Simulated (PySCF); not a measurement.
C₇H₁₁O (doublet state).
Atom-mapped SMILES: `[O:1][CH2:2][C@:3]12[CH2:4][CH2:5][C@H:6]([CH2:7]1)[CH2:8]2` (hydrogens: H9, H10 on C2; H11, H12 on C4; H13, H14 on C5; H15 on C6; H16, H17 on C7; H18, H19 on C8)

Theory: UKS B3LYP, pcH-1 on C H O, non-relativistic, mean-field spin-orbit, GIAO (PySCF). One conformer (not necessarily the lowest) at the GFN2-xTB geometry, without solvent, vibrations or thermal averaging. A GFN2-xTB geometry isn't a minimum of the functional, and hyperfine couplings can be far from their values at a DFT geometry.

Output of the driver script. Atoms in this output count from 0.

```
UKS, coarse grid
  cycle   1  E = -348.31579117  |g| = 6.10e-01
  cycle   2  E = -347.78003989  |g| = 1.30e+00
  cycle   3  E = -348.49152390  |g| = 1.17e-01
  cycle   4  E = -348.49335814  |g| = 1.28e-01
  cycle   5  E = -348.50052200  |g| = 3.23e-02
  cycle   6  E = -348.50095962  |g| = 1.59e-02
  cycle   7  E = -348.50108867  |g| = 4.11e-03
  cycle   8  E = -348.50109734  |g| = 8.39e-04
UKS, final grid
  cycle   1  E = -348.50113770  |g| = 1.00e-03
  cycle   2  E = -348.50113773  |g| = 1.37e-03
  cycle   3  E = -348.50113866  |g| = 2.60e-04
  cycle   4  E = -348.50113885  |g| = 2.16e-04
  cycle   5  E = -348.50113930  |g| = 1.89e-04
  cycle   6  E = -348.50114022  |g| = 1.60e-04
  cycle   7  E = -348.50114119  |g| = 1.12e-04
  cycle   8  E = -348.50114173  |g| = 3.87e-05
  cycle   9  E = -348.50114174  |g| = 2.10e-05
  cycle  10  E = -348.50114174  |g| = 9.09e-06
E = -348.50114174 Eh   <S^2> = 0.7541 (exact 0.7500)
g shifts (ppm)      1          2          3
  rmc          -279       -279       -279
  gc            -13         21         54
  oz_so          29       5910      51807
  total        -263       5652      51582
hyperfine (MHz)  atom isotope    a_iso     a_fc   dipolar eigenvalues
    0   17O     -46.79     -46.79   -243.65    121.17    122.48
    1   13C     -41.42     -41.42     -8.43      2.52      5.91
    2   13C      80.07      80.07    -15.05    -14.59     29.64
    3   13C      -3.77      -3.77     -0.82     -0.28      1.10
    4   13C       1.54       1.54     -0.53     -0.47      1.00
    5   13C       7.49       7.49     -1.02     -0.85      1.87
    6   13C      -2.54      -2.54     -1.86     -1.45      3.31
    7   13C       0.39       0.39     -2.71     -2.32      5.03
    8    1H       0.45       0.45     -5.55     -4.49     10.04
    9    1H     185.84     185.84     -7.33     -4.04     11.37
   10    1H      -0.07      -0.07     -3.73     -2.64      6.37
   11    1H       0.92       0.92     -2.34     -1.66      4.00
   12    1H       0.04       0.04     -1.00     -0.63      1.63
   13    1H      -0.27      -0.27     -0.81     -0.72      1.52
   14    1H      15.92      15.92     -1.02     -0.70      1.73
   15    1H       0.07       0.07     -3.10     -1.01      4.10
   16    1H       1.24       1.24     -2.40     -1.58      3.97
   17    1H      -0.05      -0.05     -2.24     -1.29      3.52
   18    1H      -0.68      -0.68     -2.34     -0.62      2.96
```

Problem. The SCF converged. Which of these numbers needs a check, and why?

Solution. The largest g shift is +0.052, past the limit of 0.03 at which the run flags a species of elements up to argon. The orbital-Zeeman/spin–orbit term is second order, a sum of spin–orbit matrix elements over excitation energies, so it grows and becomes less reliable as an excited state comes close; a shift of this size calls for a check with another method. The contact and dipolar couplings don't rest on that expansion, but they belong to the state that the SCF found, and a close-lying state with the spin in another orbital would have other couplings; no stability test was run.

Problem. Where is the spin in this solution (atoms counted from 1)?

Solution. The largest Mulliken spin populations are on O1 (+0.81), C3 (+0.11) and H10 (+0.09). No atom but O1 exceeds +0.15. The unrestricted determinant has ⟨S²⟩ = 0.7541 (exact 0.7500), so spin contamination is small. 

Problem. Average a_iso over equivalent nuclei, turn it into first-order splittings with g = 2.0023, and give the multiplets for abundant isotopes (0.05 mT or more).

Solution. 
```tsv
nuclei (from 1)	isotope	I	position	a_iso (MHz)	|a| (mT)	splits into
H9/H10	1H	1/2	2 bonds from O1	93.1	3.32	1:2:1 triplet
H15	1H	1/2	5 bonds from O1	15.9	0.57	1:1 doublet
```

Means are taken over nuclei equivalent by connectivity, which assumes that they swap fast. The 1H value of +93.1 MHz is a mean of couplings from 0.5 to 185.8 MHz in this one geometry, not an average over conformers.

Hardware: one thread of an Arm Neoverse V1, no GPU, shared host with 32 logical CPUs at a one-minute load of 72. Cost: 2.1 min of wall time (grids of density and orbitals included), 0.98 GiB resident at most.
